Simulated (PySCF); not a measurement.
# Radial density of Sc⁺ (scandium, charge +1)

UHF, [Ar] 4s2, closed-shell 1S (an excited configuration). Calculation: PySCF 2.14, in aug-cc-pVDZ-DK; the spin-free X2C one-electron Hamiltonian (Gaussian nucleus).

```
r (bohr)  4πr²ρ (e/bohr)
 0.00131          0.1680
 0.00220          0.4309
 0.00370           1.082
 0.00622           2.621
  0.0105           5.959
  0.0176           12.11
  0.0296           20.32
  0.0498           24.90
  0.0838           20.58
   0.141           19.46
   0.237           26.46
   0.399           14.71
   0.671           6.914
    1.13           7.584
    1.90           1.801
    3.19          0.7631
    5.37          0.1203
    9.03        0.001095
    15.2       6.751e-05
```

Densities and radii are taken from the X2C orbitals without a picture-change correction, which distorts them close to the nucleus.
